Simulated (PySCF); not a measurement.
Geometry:
| atom | x (Å) | y (Å) | z (Å) |
| --- | --- | --- | --- |
| C1 | 2.132 | 1.427 | -0.287 |
| C2 | 1.404 | 0.101 | -0.438 |
| C3 | 0.586 | -0.252 | 0.782 |
| C4 | -0.560 | -1.322 | 0.732 |
| C5 | -0.891 | -2.067 | -0.537 |
| P6 | -1.067 | 0.352 | 1.152 |
| C7 | -1.801 | 1.203 | -0.267 |
| O8 | -1.549 | 0.797 | 2.496 |
| H9 | 1.420 | 2.256 | -0.150 |
| H10 | 2.794 | 1.419 | 0.593 |
| H11 | 2.749 | 1.653 | -1.169 |
| H12 | 0.765 | 0.130 | -1.336 |
| H13 | 2.132 | -0.709 | -0.625 |
| H14 | 1.194 | -0.345 | 1.692 |
| H15 | -0.547 | -1.964 | 1.622 |
| H16 | -0.988 | -1.403 | -1.408 |
| H17 | -0.110 | -2.807 | -0.776 |
| H18 | -1.842 | -2.609 | -0.430 |
| H19 | -1.346 | 0.905 | -1.220 |
| H20 | -2.879 | 0.984 | -0.288 |
| H21 | -1.672 | 2.284 | -0.118 |

Geometry: PBE0-D3(BJ)/def2-SVP; GIAO absolute shieldings from PySCF 2.14.0 with density-fitted response routines, gas phase, non-relativistic, averaged over equivalent atoms.

At WP04/pcSseg-1 (208 basis functions, 35 s wall time on 1 thread of an INTEL XEON PLATINUM 8581C, shared host):
```tsv
atoms	σ (ppm)
C3	140.6
C4	147.4
C2	148.7
C1	154.2
C5	159.3
C7	163.8
P6	357.0
O8	260.2
H15	29.83
H14	29.93
H13	30.02
H19/H20/H21	30.26
H16/H17/H18	30.54
H9/H10/H11	30.54
H12	30.89
```

Estimate the result of repeating the calculation with PBE0/pcSseg-1.

Results:


```tsv
atoms	σ at PBE0/pcSseg-1	change
C3	153.3	+12.7
C4	161.3	+13.9
C2	163.5	+14.8
C1	167.6	+13.4
C5	173.9	+14.6
C7	178.4	+14.6
P6	381.0	+24.0
O8	270.7	+10.5
H15	29.45	-0.38
H14	29.58	-0.35
H13	29.67	-0.35
H19/H20/H21	29.99	-0.27
H16/H17/H18	30.26	-0.28
H9/H10/H11	30.23	-0.31
H12	30.64	-0.25
```

The largest change is at P6 (phosphorus bonded to 3 C, O, in a 3-membered ring). Cost: 208 basis functions, 48 s wall time on 1 thread of an INTEL XEON PLATINUM 8581C, shared host. The order of the carbon signals is the same at both levels.
